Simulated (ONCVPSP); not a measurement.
## P: variants of one ONCV potential

Base potential:

```
Element                 : P
Generator               : ONCVPSP 4.0.1
Type                    : optimised norm-conserving Vanderbilt (ONCV)
Functional              : PBE
Relativity              : scalar-relativistic
Frozen core             : [Ne]
Valence charge          : 5
Reference configuration : 3s2 3p3
Partial waves           : 3s: rc 1.30 bohr, ncon 4, nbas 9, qcut 4.9 1/bohr, 2 projectors, debl 0.8 Ha; 3p: rc 1.90 bohr, ncon 3, nbas 7, qcut 5 1/bohr, 2 projectors, debl 1 Ha
Local potential         : polynomial inside 1.25 bohr (lpopt 3, dvloc0 0 Ha)
Core correction         : none
```

Cutoffs, loose and tight: the cutoffs (Ha) at which the residual kinetic energy of the hardest occupied pseudo-wave falls to 1 and 0.1 mHa per electron. They do not see the model core or the augmentation charge, which bear on the density cutoff. Test errors are all-electron minus pseudo excitation energies from the reference, over the configurations 3s2 3p2; 3s2 3p1; 3s2 3p0; 3s1 3p3. A dash means not determined; rows that change the core or the reference have their own tests.

```tsv
change	outcome	cutoff, loose	cutoff, tight	bound ghosts	GHOST(+) flags above zero	largest test error (meV)
base	generated	10 Ha	76 Ha	none	s	+15
all radii scaled by about 0.77 (s 1.00, p 1.46 bohr); local potential polynomial inside 0.96 bohr (lpopt 3, dvloc0 0 Ha)	failed: optimize: ERROR ps0norm > uunorm, code will stop	–	–	–	–	–
all radii scaled by about 0.84 (s 1.10, p 1.60 bohr); local potential polynomial inside 1.06 bohr (lpopt 3, dvloc0 0 Ha)	failed: optimize: ERROR ps0norm > uunorm, code will stop	–	–	–	–	–
all radii scaled by about 0.89 (s 1.16, p 1.68 bohr); local potential polynomial inside 1.10 bohr (lpopt 3, dvloc0 0 Ha)	failed: optimize: ERROR ps0norm > uunorm, code will stop	–	–	–	–	–
all radii scaled by about 0.94 (s 1.22, p 1.80 bohr); local potential polynomial inside 1.18 bohr (lpopt 3, dvloc0 0 Ha)	failed: ERROR pspot: first pseudo wave function has node, program will stop	–	–	–	–	–
all radii scaled by about 1.16 (s 1.50, p 2.20 bohr); local potential polynomial inside 1.44 bohr (lpopt 3, dvloc0 0 Ha)	generated	10 Ha	16 Ha	none	s	-6.4
all radii scaled by about 1.19 (s 1.54, p 2.26 bohr); local potential polynomial inside 1.48 bohr (lpopt 3, dvloc0 0 Ha)	generated	10 Ha	15 Ha	none	s	-8.7
all radii scaled by about 1.26 (s 1.64, p 2.40 bohr); local potential polynomial inside 1.58 bohr (lpopt 3, dvloc0 0 Ha)	generated	9.8 Ha	14 Ha	none	none	-19
```

(1) What comes out with this change to the base: all radii scaled by about 1.32 (s 1.72, p 2.50 bohr); local potential polynomial inside 1.64 bohr (lpopt 3, dvloc0 0 Ha)?

(2) What comes out with this change to the base: all radii scaled by about 1.06 (s 1.38, p 2.02 bohr); local potential polynomial inside 1.34 bohr (lpopt 3, dvloc0 0 Ha)?

## Answers

(1) outcome: generated; cutoff, loose: 9.6 Ha; cutoff, tight: 12 Ha; bound ghosts: none; GHOST(+) flags above zero: none; largest test error (meV): -26.

(2) outcome: generated; cutoff, loose: 10 Ha; cutoff, tight: 15 Ha; bound ghosts: none; GHOST(+) flags above zero: s; largest test error (meV): +8.1.

Reading the sweep of the scale of all radii (base = 1) (base included, trends over the rows without a ghost): The loose cutoff stays near 10 Ha. The median size of the test errors (rows with all tests solved) rises from 1.8 meV at 1 to 8.4 meV at 1.32. More of the atom is replaced by a form fitted at one configuration, so other configurations suffer as the radius grows. The generation fails at 0.77, 0.84, 0.89, 0.94.
